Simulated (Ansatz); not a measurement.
Two isomers of C2H5NSi: A = `C[SiH]1C=N1`, B = `N=C1C[SiH2]1`.

Program: Ansatz. Geometries: PBE0-D4/def2-TZVP. ΔE: electronic, gas phase. CBS: MP2 limit from def2 TZ/QZ plus the TZ coupled-cluster correction, frozen cores. DFT in def2-TZVPP. B3LYP here is the variant with VWN-RPA as its local correlation; programs differ in this. One conformer a species, not always the lowest.

Which is lower in electronic energy at CCSD(T)/CBS, and by how much? (Best estimate.)

Computed: A, by 102.0 kJ/mol.

Give E(B) − E(A) in kJ/mol with B2PLYP, MP2/def2-TZVPP, CCSD(T)/def2-TZVPP, B3LYP-D4, PBE0-D4, CCSD/def2-TZVPP, B3LYP. (An estimate is asked.)

Computed: B2PLYP 99.5, MP2/def2-TZVPP 105.8, CCSD(T)/def2-TZVPP 100.1, B3LYP-D4 92.5, PBE0-D4 90.6, CCSD/def2-TZVPP 100.5, B3LYP 93.1. None reverses the order clearly.

Does the order hold for the free energy at 298.15 K (harmonic terms from PBE0-D4)? (Estimate.)

Ansatz gave: Yes: G(B) − G(A) = +97.8 kJ/mol, for one conformer each.

Largest T1 diagnostic: 0.014.

At CCSD(T), def2-SVP lies −15.0 kJ/mol from the extrapolated value and def2-TZVPP −1.9 kJ/mol. Leaving LDA and LC-ωPBE aside and taking each functional with its dispersion term where it has one, the values, not all of them listed here, spread over 16.3 kJ/mol, from PBE-D4 to ωB97M-V. LDA lies −8.7 kJ/mol from PBE without D4.
